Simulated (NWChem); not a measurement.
# BO, doublet; SMILES [B]=O

```xyz
2

B      0.0000     0.0000    -0.7376
O      0.0000     0.0000     0.4642
```
Atoms are numbered in this order, from 1.

Program: NWChem. Geometry optimised at PBE0/def2-SVP; all other runs use it. Spin-unrestricted. Vzz has the sign of the potential's second derivative. Excited states of an open shell can be spin-contaminated.

```
quantity                                          level   value
---------------------------------  --------------------  ------
Vzz B1 (a.u.)                             PBE0/def2-SVP  -0.257
A(iso) 11B atom 1 (MHz)              BHandHLYP/IGLO-III    1135
vertical, lowest excitation (eV)   PBE/aug-cc-pVDZ, TDA    3.51
highest occupied level (eV)           r2SCAN0/def2-TZVP  -10.26
dipole (D)                                PBE0/def2-SVP    2.13
highest harmonic frequency (cm⁻¹)         PBE0/def2-SVP    1969
```
